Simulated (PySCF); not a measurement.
**KB and its ions**

r²SCAN; basis K def2-SVPD, B def2-SVPD; no relativity; PySCF 2.14. Neutral (UKS): triplet (σ ↑, π ↑), Re = 2.896 Å, ωe = 273 cm⁻¹, De = 1.13 eV, HOMO -2.60 eV, LUMO -1.71 eV.

KB⁺ (UKS): doublet (σ ↑), Re = 3.396 Å, ωe = 137 cm⁻¹, De = 0.33 eV to K⁺ + B. The energies at the minima are -624.44497 hartree for KB and -624.26016 for KB⁺.

Q: Work out the adiabatic ionisation energy, without and with harmonic zero-point energies (1 hartree = 27.2114 eV, 1 eV = 8065.5 cm⁻¹), and the change of the bond length.

A: At r²SCAN: 0.18481 hartree = 5.029 eV between the minima; the zero-point term (137.0 − 273.0)/2 cm⁻¹ = -0.008 eV makes it 5.021 eV. Re changes by +50.0 pm against the neutral. The electron leaves a π orbital, and the ion is left as a loose complex of an ion and an atom.

Weak bonds: KB⁺. Basis-set superposition, not corrected here, can be much of De in a small basis, most of all at correlated wavefunction levels. For an ion De counts to the pair picked by the measured ionisation energies or electron affinities, which need not be the lowest pair at this level. States were picked by a PBE0 search and need not be the measured ground states.
